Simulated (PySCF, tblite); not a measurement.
Isomers of C3H12SSi3. All values are computed: GFN2-xTB (tblite) harmonic vibrations without scaling, gas phase. The method is semi-empirical: single wavenumbers can be off by several per cent or more. Modes of hydrogen on silicon can be 10 to 20 % off. One conformer each.

Electronic energies: PBE0/pcSseg-1 single points on the GFN2-xTB geometries (PySCF, gas phase).

```tsv
SMILES	electronic energy, lowest = 0 (kJ/mol)
C=C[SiH2]C[SiH2]S[SiH3]	119.0
CS[C@@H]1C[Si@@H]([SiH3])[SiH2]1	260.1
C[Si]1(S[SiH3])C[SiH2]C1	0.0
CS[Si@@H]1[SiH2]C[C@H]1[SiH3]	178.3
C=C[SiH2][SiH2][SiH2]SC	215.7
C=C(C)[SiH2][SiH2]S[SiH3]	146.8
```

How do GFN2-xTB zero-point energies change the relative energies?

```json
{"SMILES": "C[Si]1(S[SiH3])C[SiH2]C1", "ZPE (kJ/mol)": "349.7", "of it from modes above 1550 cm⁻¹": "195.4", "electronic (kJ/mol)": "0.0", "with ZPE, lowest = 0 (kJ/mol)": "0.0", "lowest mode (cm⁻¹)": "24", "rings": "1"}
{"SMILES": "C=C[SiH2]C[SiH2]S[SiH3]", "ZPE (kJ/mol)": "334.8", "of it from modes above 1550 cm⁻¹": "195.9", "electronic (kJ/mol)": "119.0", "with ZPE, lowest = 0 (kJ/mol)": "104.2", "lowest mode (cm⁻¹)": "18", "rings": "0"}
{"SMILES": "C=C(C)[SiH2][SiH2]S[SiH3]", "ZPE (kJ/mol)": "337.1", "of it from modes above 1550 cm⁻¹": "195.7", "electronic (kJ/mol)": "146.8", "with ZPE, lowest = 0 (kJ/mol)": "134.2", "lowest mode (cm⁻¹)": "26", "rings": "0"}
{"SMILES": "CS[Si@@H]1[SiH2]C[C@H]1[SiH3]", "ZPE (kJ/mol)": "344.0", "of it from modes above 1550 cm⁻¹": "187.1", "electronic (kJ/mol)": "178.3", "with ZPE, lowest = 0 (kJ/mol)": "172.6", "lowest mode (cm⁻¹)": "34", "rings": "1"}
{"SMILES": "C=C[SiH2][SiH2][SiH2]SC", "ZPE (kJ/mol)": "338.0", "of it from modes above 1550 cm⁻¹": "197.8", "electronic (kJ/mol)": "215.7", "with ZPE, lowest = 0 (kJ/mol)": "204.0", "lowest mode (cm⁻¹)": "14", "rings": "0"}
{"SMILES": "CS[C@@H]1C[Si@@H]([SiH3])[SiH2]1", "ZPE (kJ/mol)": "341.1", "of it from modes above 1550 cm⁻¹": "186.4", "electronic (kJ/mol)": "260.1", "with ZPE, lowest = 0 (kJ/mol)": "251.5", "lowest mode (cm⁻¹)": "29", "rings": "1"}
```

The zero-point energies span 14.9 kJ/mol, from `C=C[SiH2]C[SiH2]S[SiH3]` to `C[Si]1(S[SiH3])C[SiH2]C1`. The order is unchanged.

And how do the electronic energies of GFN2-xTB itself compare?

`C[Si]1(S[SiH3])C[SiH2]C1` 6.2; `C=C[SiH2]C[SiH2]S[SiH3]` 21.3; `C=C(C)[SiH2][SiH2]S[SiH3]` 0.0; `CS[Si@@H]1[SiH2]C[C@H]1[SiH3]` 101.1; `C=C[SiH2][SiH2][SiH2]SC` 155.3; `CS[C@@H]1C[Si@@H]([SiH3])[SiH2]1` 194.6 kJ/mol, lowest = 0. Against the energies above, taken from the same isomer `C[Si]1(S[SiH3])C[SiH2]C1`, the largest difference is 153.0 kJ/mol.

What do entropy and thermal enthalpy add at 298.15 K and 1 bar (rigid rotor, harmonic oscillator, one conformer each)?

| SMILES | point group | symmetry number | S (J/(mol K)) | H − H(0) (kJ/mol) | ZPE + H − H(0) − TS (kJ/mol) |
| --- | --- | --- | --- | --- | --- |
| C=C(C)[SiH2][SiH2]S[SiH3] | C1 | 1 | 492.5 | 37.59 | 227.9 |
| CS[Si@@H]1[SiH2]C[C@H]1[SiH3] | C1 | 1 | 467.0 | 35.37 | 240.1 |
| CS[C@@H]1C[Si@@H]([SiH3])[SiH2]1 | C1 | 1 | 478.0 | 36.13 | 234.7 |

Not tabulated: `C[Si]1(S[SiH3])C[SiH2]C1` (lowest mode only 24 cm⁻¹); `C=C[SiH2]C[SiH2]S[SiH3]` (lowest mode only 18 cm⁻¹); `C=C[SiH2][SiH2][SiH2]SC` (lowest mode only 14 cm⁻¹).
